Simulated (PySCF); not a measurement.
# ScF₃: calculation against measurement

Isolated ScF₃, optimised in PySCF with density fitting and no spin–orbit coupling; def2 sets carry scalar-relativistic core potentials from Rb on. All levels below give a singlet of D3h symmetry: PBE0/def2-TZVP Sc–F 1.838 Å (×3); B3LYP/def2-TZVP Sc–F 1.849 Å (×3); PBE/def2-TZVP Sc–F 1.851 Å (×3); PBE0/def2-SVP Sc–F 1.822 Å (×3).

Formally Sc is in oxidation state +3, d0. The polar-tensor charge on Sc, 2.43, is below the formal one.

Measured fundamentals (Jacox, Vibrational and Electronic Energy Levels of Polyatomic Transient Molecules, as compiled in the NIST Chemistry WebBook) beside computed harmonic wavenumbers, in cm⁻¹:

```csv
mode as compiled,computed symmetry,measured,medium,PBE0/def2-TZVP,B3LYP/def2-TZVP,PBE/def2-TZVP,PBE0/def2-SVP
e' asym. stretch,e',692.1,argon matrix,730,719,705,775
```

Problem. How close does each level come?

Solution. Mean absolute differences: PBE0/def2-TZVP 5.4 %, B3LYP/def2-TZVP 3.9 %, PBE/def2-TZVP 1.9 %, PBE0/def2-SVP 11.9 %. The mean ratio of measured to computed values at PBE/def2-TZVP is 0.981. Harmonic values should lie a little above fundamentals; matrices shift bands further, usually down by up to a few per cent.
